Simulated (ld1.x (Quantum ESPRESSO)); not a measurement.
# PBEsol ultrasoft dataset for zinc, scalar-relativistic all-electron reference.

zinc (Zn), ultrasoft, made with ld1.x (Quantum ESPRESSO) 7.5 (PBEsol, scalar-relativistic). Core [Ar] 3d10, reference 4s1.5 4p0 (charge +0.5). Waves: 4s (bound): rcut 2.20, rcutus 2.30 bohr; 4s channel at 0.35 Ry: rcut 2.20, rcutus 2.30 bohr; 4p (bound, empty): rcut 2.60, rcutus 2.95 bohr; 4p channel at 1.95 Ry: rcut 2.60, rcutus 2.95 bohr. Local part: all-electron potential smoothed inside 2.15 bohr (lloc = -1). Core correction: Bessel-smoothed model core, default radius (core density twice the valence density). Augmentation charge: PSQ, inside the norm-conserving radii.

- Cutoffs needed: 6 Ry and 6 Ry (the cutoffs (Ry, on a coarse ladder) from which the occupation-weighted sum of valence levels, in a spherical-Bessel basis at the reference potential, stays within 10 and 1 mRy of its value at 400 Ry)
- Ghost test: no extra level below or beside the all-electron valence levels (s, p, d, f tested) (spherical-Bessel basis up to 400 Ry, 20 bohr box)
- Configuration tests: test run stopped at test 2 of 5 (negative rho)
- Lowest eigenvalue of the overlap operator: 0.40 (s channel)
- Density cutoff estimated by the generator: 51 Ry
